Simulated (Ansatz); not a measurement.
Reaction (redistribution): `OC1([SiH2]F)BC1` + `O[SiH2]S` → `F[SiH2][SiH2]S` + `OC1(O)BC1`

Gas-phase electronic energies from Ansatz, PBE0-D4/def2-TZVP geometries. CCSD(T)/CBS adds triple-zeta CCSD(T) − MP2 to the extrapolated MP2 energy (def2 sets, frozen cores). DFT in def2-TZVPP. B3LYP here is the variant with VWN-RPA as its local correlation; programs differ in this. One conformer a species, not always the lowest.

```
             level  ΔE (kJ/mol)  difference from CCSD(T)/CBS
            PBE-D4        144.1                        -29.2
           PBE0-D4        151.4                        -21.9
          B3LYP-D4        163.7                         -9.6
            r2SCAN        162.7                        -10.6
              PBE0        150.7                        -22.6
SCS-MP2/def2-TZVPP        181.7                          8.4
   CCSD/def2-TZVPP        170.6                         -2.7
      HF/CBS(def2)        175.2                          1.9
     MP2/CBS(def2)        188.8                         15.5
    CCSD/CBS(def2)        173.9                          0.6
       CCSD(T)/CBS        173.3                            0
```

Largest T1 diagnostic among the species: 0.013.

From PBE to PBE0 (25 % exact exchange), in def2-TZVPP and without D4, ΔE moves by +7.5 kJ/mol.
